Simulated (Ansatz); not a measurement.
Cl2Si, SMILES `Cl[Si]Cl` (excited triplet) (charge 0, multiplicity 3). This triplet is an excited state, 2.33 eV above the relaxed singlet at the level composite: frozen-core CCSD(T) with HF/cc-pVQZ and the correlation energy extrapolated as X^-3 from cc-pVTZ and cc-pVQZ, plus CCSDT(Q) minus CCSD(T) in cc-pVDZ // PBE0-D3(BJ)/def2-TZVP (Ansatz, a program for electronic structure).

Cartesian coordinates (Å):
```xyz
3

Cl    -1.7542    -0.3524     0.0000
Si    -0.0011     0.6993     0.0000
Cl     1.7553    -0.3469     0.0000
```
Charge 0, spin multiplicity 3.

Frozen-core energies in cc-pVDZ from Ansatz at a geometry from PBE0-D3(BJ)/def2-TZVP; the HF reference has <S^2> = 2.01 and the T1 diagnostic is 0.015.

```
level     energy (Ha)  difference from CCSDT(Q) (mHa)
--------  -----------  ------------------------------
HF        -1207.94915                          362.89
MP2       -1208.27149                           40.55
CCSD      -1208.30167                           10.36
CCSD(T)   -1208.31028                            1.76
CCSDT     -1208.31122                            0.82
CCSDT(Q)  -1208.31204                            0.00
```
